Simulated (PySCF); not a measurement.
BHN, charge -1, multiplicity 1. Atoms are numbered in the order given.

```xyz
3

B      0.0000     0.0000     0.5946
N      0.0000     0.0000    -0.6806
H      0.0000     0.0000     1.7911
```
Charge -1, spin multiplicity 1.

Coordinates come from a PBE-D3(BJ)/def2-TZVPD optimisation. The multiplicity is an assumed one; other spin states were not compared. The isomer is the one that the SMILES or the coordinates give; other isomers of the formula were not compared.

These are PBE-D3(BJ)/def2-TZVPD in PySCF 2.14.0 values and carry that method's errors.

No scaling factor is applied to the harmonic values.

Modes within 1.5 cm⁻¹ of each other (mostly degenerate sets) share a row, with their intensities summed.

```tsv
mode	ν (cm⁻¹)	IR (km/mol)	moving atoms (share of kinetic energy)
1–2	625	30.5	H 71 %, B 25 %
3	1682	3.5	N 44 %, B 42 %, H 14 %
4	2655	88.7	H 82 %, B 16 %
```
